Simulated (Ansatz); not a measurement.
Stepwise reaction of `[OH][Ge]([OH])([Cl])[Cl]` with hydrogen fluoride, as a gas-phase model of exchange steps in deposition or etching. ΔE in kJ/mol.

Program: Ansatz. Geometries: PBE0-D4/def2-TZVP. ΔE: electronic, gas phase. CBS: MP2 limit from def2 TZ/QZ plus the TZ coupled-cluster correction, frozen cores. This one scheme is used for every species. Functionals use def2-TZVPP. B3LYP here is the variant with VWN-RPA as its local correlation; programs differ in this. For Ge outer-core shells are correlated without core-valence functions, which leaves a few kJ/mol of doubt a bond. Scalar relativity is left out up to krypton. One conformer a species, not always the lowest.

```csv
step,reaction,PBE-D4,B3LYP-D4,ωB97M-V,CCSD(T)/CBS
1,`[OH][Ge]([OH])([Cl])[Cl]` + H–F → `[OH][Ge]([OH])([F])[Cl]` + HCl,9.6,5.1,3.7,8.1
2,`[OH][Ge]([OH])([F])[Cl]` + H–F → `[OH][Ge]([OH])([F])[F]` + HCl,9.5,5.1,4.5,8.0
```

(1) By hand: ΔE of the 2 steps together at CCSD(T)/CBS.

Answers

(1) (8.1) + (8.0) = 16.1 kJ/mol, or 8.1 kJ/mol a step.

In ΔE the steps differ by no more than 0.1 kJ/mol. All are uphill at CCSD(T)/CBS. PBE-D4 differs from CCSD(T)/CBS by 1.5 to 1.5 kJ/mol a step. Isolated molecules leave out the surface, adducts and barriers. Largest T1 diagnostic: 0.012.
